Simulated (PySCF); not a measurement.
## Trend along the halogens: MRb molecules

CCSD(T) with triple-zeta basis sets in PySCF, for the lowest determinant that a PBE0 search found; no spin–orbit coupling. De refers to high-spin ground-configuration atoms.

```tsv
M	basis	reference, frozen orbitals	state (unpaired electrons)	Re (Å)	ωe (cm⁻¹)	De (eV)
F	def2-TZVPP	RHF, 1	singlet (closed shell)	2.344	369	4.55
Cl	x2c-TZVPPall	RHF, 14	singlet (closed shell)	2.781	240	4.17
Br	x2c-TZVPPall	RHF, 18	singlet (closed shell)	2.946	171	3.87
I	def2-TZVPP	RHF, 4	singlet (closed shell)	3.249	134	3.30
```

**Question.** By what factor does the well depth vary along the series?

**Answer.** At CCSD(T) it runs from 3.30 eV (RbI) to 4.55 eV (RbF), a factor of 1.38.

The rows differ in basis set, which adds steps of its own.

Down a group the atoms grow and get heavier, so bonds lengthen and wavenumbers fall; this series shows no clear exception.

Correlated steps freeze the inner cores (1 to 18 orbitals); shallow outer-core shells are correlated. Spin–orbit coupling is left out, which matters for elements this heavy, above all for dissociation energies. Where the molecule has an RHF reference, its open-shell atoms are computed with UHF.
